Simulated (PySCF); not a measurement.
Cl5Si2, SMILES Cl[Si]([Si](Cl)(Cl)Cl)Cl, multiplicity 2.

Geometry: r2SCAN-D4/def2-SVP. The isomer is the one that the SMILES or the coordinates give; other isomers of the formula were not compared. One conformer was computed; it need not be the lowest.

All values below come from SMD-PBE0/def2-SVP (PySCF).

Solvation free energies are E(SMD) − E(gas) at the gas-phase geometry, for 1 M in both phases. In vacuum the dipole moment is 0.81 D.

```tsv
solvent	ΔG(solv) (kcal/mol)	its non-electrostatic (CDS) part	dipole (D)
water	0.8	1.8	1.15
n-hexane	(withheld)	(withheld)	(withheld)
cyclohexanone	-4.5	-3.6	1.11
```

Task: What belongs in the gaps? (Estimate from the structure and the level; the computed values follow.)

Result: 
- n-hexane, ΔG(solv) (kcal/mol): -5.3
- n-hexane, its non-electrostatic (CDS) part: -5.0
- n-hexane, dipole (D): 0.90
